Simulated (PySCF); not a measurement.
The vertical singlet excitations below were computed for one of the candidates. Theory: TDDFT CAM-B3LYP/def2-SVPD, vertical, gas phase, core orbitals frozen in the response (PySCF 2.14.0, density-fitted response routines). Geometries: GFN2-xTB, one conformer each.

```tsv
state	E (eV)	λ (nm)	f
S1	5.39	230.2	0.151
S2	5.64	219.9	0.0064
S3	5.89	210.4	0.0067
S4	6.03	205.7	0.0022
S5	6.32	196.1	0.0071
S6	6.57	188.7	0.191
S7	6.60	188.0	0.055
S8	6.75	183.7	0.025
```

Problem. Which structure fits? All have the formula C5H8NP.
A. `C/C=P/CCC#N`
B. `CNp1cccc1`
C. `CCc1[nH]ccp1`

Solution. C. Its S1, at 5.39 eV, is the highest among the candidates; the nearest of the others has S1 at 4.78 eV. S1 is HOMO→LUMO (81%), HOMO→LUMO+1 (11%). Löwdin shares by element: HOMO carbon 44% or more, phosphorus 30%, nitrogen 8% (atoms not listed hold the other 18%); LUMO phosphorus 20%, carbon 15% or more, hydrogen 10% or more, nitrogen 10% (atoms not listed hold the other 45%). At the same level the other candidates give, for their lowest levels:
- `CNp1cccc1`: 4.04 eV (f 0.013); 4.65 eV (f 0.075); 5.11 eV (f 0.053); 6.40 eV (f 0.001); 6.47 eV (f 0.009); T1 2.72 eV; HOMO -7.70, LUMO -0.36 eV
- `C/C=P/CCC#N`: 4.78 eV (f 0.009); 5.25 eV (f 0.260); 6.32 eV (f 0.000); 6.57 eV (f 0.000); 6.86 eV (f 0.022); T1 2.65 eV; HOMO -8.54, LUMO -0.66 eV

Shape of the structure used: `[CH3:1][CH2:2][c:3]1[nH:4][cH:5][cH:6][p:7]1`: C1–C2–C3–N4 77°.
Triplets come from the Tamm–Dancoff approximation.
